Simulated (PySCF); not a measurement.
# Computed properties of CH5ClO2Sn, SMILES [CH3][Sn]([OH])([OH])[Cl]

Sn(Cl)(Me)(OH)2 (CH5ClO2Sn), SMILES [OH][Sn]([OH])([CH3])[Cl]. The structure is a stationary point at PBE0-D3(BJ)/def2-SVP. The structure was generated by enumeration; whether it is a known compound was not checked. The def2 effective core potentials stand for the cores of Sn; spin–orbit coupling is left out. The values are those of a single conformer. All values are computed for the isolated molecule unless a solvent is named; none is compared with measurement here.

**Structure.** All 24 harmonic modes at PBE0-D3(BJ)/def2-SVP (PySCF) are real, so it is a minimum. With heavy atoms numbered as in [CH3:1][Sn:2]([OH:3])([OH:4])[Cl:5], the shortest bond between them is Sn2–O4 at 1.970 Å and the longest Sn2–Cl5 at 2.358 Å.

**Vibrations.** The strongest infrared lines (harmonic, unscaled, degenerate partners summed) lie at 840 cm⁻¹ (133 km/mol, H 91 %), 644 cm⁻¹ (96 km/mol, O 84 %, Sn 14 %), 859 cm⁻¹ (86 km/mol, H 91 %). The softest mode is at 61 cm⁻¹ and the zero-point energy is 40.0 kcal/mol.

**Electronic structure.** r2SCAN/def2-TZVP (PySCF) places the frontier levels at -7.47 and -2.01 eV, a gap of 5.46 eV, and gives a dipole moment of 1.20 D and a mean polarisability of 68.7 bohr³. PBE/def2-TZVP (PySCF) at the same geometry gives -7.08 and -2.27 eV, so its gap is 0.65 eV narrower. An orbital gap is neither the optical nor the fundamental gap.

**Excitations.** TDA-B3LYP/def2-SVPD (PySCF) has S1 at 5.68 eV (218 nm, f = 0.021, weak); the most intense of the 10 singlets computed lies at 7.17 eV (f = 0.17). T1 (TDA) is at 5.18 eV, 0.50 eV under S1. TDA-PBE/def2-SVPD (PySCF) puts S1 at 4.98 eV. No vertical singlet excitation falls in the visible range (under 3.1 eV).
